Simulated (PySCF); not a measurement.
Input of a run (PBE0-D3(BJ)/def2-SVP geometry optimisation, gas phase, def2 core potentials past Kr (PySCF 2.14.0)), started from GFN2-xTB:
```
{"job": {"xc": "PBE0", "basis": "def2-SVP", "d3": "d3bj", "grid": 1, "maxiter": 40, "shake": 0.03, "kind": "geom"}, "charge": 0, "multiplicity": 1}
Sn     0.129580     1.513980    -0.673780
Cl     2.288080     1.564200    -1.362620
Cl    -1.200060     0.573800    -2.442920
Cl    -0.493010     3.818640    -0.586050
S     -0.227630     0.382240     1.394520
Si    -0.132450    -1.698420     0.938380
H      0.150890    -2.275730     2.266660
H     -1.363470    -2.064480     0.363410
H      0.980800    -1.883670     0.076740
```

Output (energies in Eh, forces in Eh/bohr):
```
step   0  E = -2283.20827999  max force = 0.033598
step   1  E = -2283.21933521  max force = 0.005770
step   2  E = -2283.22010743  max force = 0.002386
step   3  E = -2283.22018667  max force = 0.001627
step   4  E = -2283.22030727  max force = 0.000506
step   5  E = -2283.22030239  max force = 0.000641
step   6  E = -2283.22029268  max force = 0.000478
step   7  E = -2283.22028717  max force = 0.000367
step   8  E = -2283.22028435  max force = 0.000348
step   9  E = -2283.22028307  max force = 0.000352
step  10  E = -2283.22028246  max force = 0.000356
step  11  E = -2283.22028218  max force = 0.000353
step  12  E = -2283.22028203  max force = 0.000354
step  13  E = -2283.22028189  max force = 0.000356
step  14  E = -2283.22028175  max force = 0.000354
step  15  E = -2283.22028161  max force = 0.000354
step  16  E = -2283.22028148  max force = 0.000355
optimisation converged
```

Q: Summarise the run.

A: The energy falls by 31.5 kJ/mol over 17 energy and gradient evaluations, the largest force component goes from 0.0336 to 3.6e-04 Eh/bohr, and the atoms move by 0.200 Å rms after alignment. The bond that changes most is Si6–H8 (ends: silicon bonded to S and 3 H; hydrogen on silicon), which lengthens by 0.080 Å. Bonds longer at the end by more than 0.005 Å: 5 of 8; shorter: 3. Among the angles that change most is Sn1–S5–Si6, from 105.7° to 97.1°. The energy rose by more than 1e-6 Eh at steps 5, 6, 7, 8 and 9. The first step brought 92 % of the lowering.

Q: What are the final bond lengths?

A: Sn1–Cl2 2.324 Å, Sn1–Cl3 2.332 Å, Sn1–Cl4 2.318 Å, Sn1–S5 2.378 Å, S5–Si6 2.174 Å, Si6–H7 1.488 Å, Si6–H8 1.487 Å, Si6–H9 1.491 Å. Numbering counts from 1 in the input's order; the species is (Cl)3Sn-S-SiH3 (Cl3H3SSiSn).

The run used 131 basis functions and 79 SCF cycles in all. Time: 6.1 min of wall time; peak memory 0.57 GiB. Hardware: an AMD EPYC with one thread (shared host).

No frequency check.
